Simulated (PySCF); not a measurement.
bromocyclopropane, C3H5Br, SMILES BrC1CC1, point group Cs.

Level: B3LYP/pcSseg-1 in PySCF (density fitting, grid level 2); geometry and Hessian at that level, cubic constants and property derivatives from steps of ±0.6 along each species' dimensionless normal coordinates, second-order vibrational perturbation theory. The parent has the commonest isotopes.

Equilibrium geometry in the parent's principal axes a, b, c (Å):

| atom | a | b | c |
| --- | --- | --- | --- |
| Br1 | 0.88 | 0.00 | -0.03 |
| C2 | -0.96 | 0.00 | 0.58 |
| C3 | -2.00 | -0.76 | -0.19 |
| C4 | -2.00 | 0.76 | -0.19 |
| H5 | -0.99 | 0.00 | 1.66 |
| H6 | -1.69 | -1.26 | -1.10 |
| H7 | -2.76 | -1.29 | 0.39 |
| H8 | -2.76 | 1.29 | 0.39 |
| H9 | -1.69 | 1.26 | -1.10 |

Ground-state constants (MHz). Parent: 16273.6, 2502.5, 2384.3. A species with one ²H: 14954.9, 2456.4, 2372.6.

Which position carries the label?

Moments I = 505379/B are 31.0552, 201.9497, 211.9651 and 33.7935, 205.7406, 213.0038 u Å². With M = 119.9575 u and Δm = 1.0063 u, μ = MΔm/(M + Δm) = 0.9979 u. Kraitchman's equations give |a|, |b|, |c| = 1.016, 0.071i, 1.663 Å. That is H5, whose equilibrium values are 0.988, 0.000, 1.660 Å. An imaginary value marks an atom near a principal plane, where vibrational terms outweigh the coordinate.
